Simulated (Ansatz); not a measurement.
Start from `CC(Cl)[SiH2]N` and change one atom or group to get `BC(C)Cl`.

Ansatz, PBE0-D4/def2-TZVP geometries, multiplicity 1. Each molecule was computed in one conformer, which needn't be the lowest. `BC(C)Cl` holds a close contact that its SMILES doesn't draw: Cl···B 2.13 Å.

```tsv
property	`CC(Cl)[SiH2]N`
HOMO–LUMO gap (B3LYP/def2-TZVPP) / eV	7.24
LUMO energy (PBE/def2-TZVPP) / eV	-0.58
size of the dipole moment (B3LYP/def2-TZVPP) / D	1.82
HOMO–LUMO gap (PBE/def2-TZVPP) / eV	5.40
LUMO energy (ωB97M-V/def2-TZVPP) / eV	1.94
LUMO energy (PBE0/def2-TZVPP) / eV	0.37
```

Question: What does the change do to each property? (Best estimate.)

Answer: Computed: 
| property | `BC(C)Cl` | shift |
| --- | --- | --- |
| HOMO–LUMO gap (B3LYP/def2-TZVPP) / eV | 7.86 | 0.62 |
| LUMO energy (PBE/def2-TZVPP) / eV | -1.43 | -0.85 |
| size of the dipole moment (B3LYP/def2-TZVPP) / D | 1.98 | 0.16 |
| HOMO–LUMO gap (PBE/def2-TZVPP) / eV | 5.93 | 0.53 |
| LUMO energy (ωB97M-V/def2-TZVPP) / eV | 1.50 | -0.44 |
| LUMO energy (PBE0/def2-TZVPP) / eV | -0.36 | -0.73 |

With PBE0 the HOMO falls by 1.36 eV and the LUMO falls by 0.73 eV, so the gap widens by about 0.63 eV. PBE moves the HOMO by -1.37 eV and ωB97M-V by -1.32 eV. Dipoles are sizes alone; their direction can turn.

B3LYP here is the variant with VWN-RPA as its local correlation; programs differ in this.
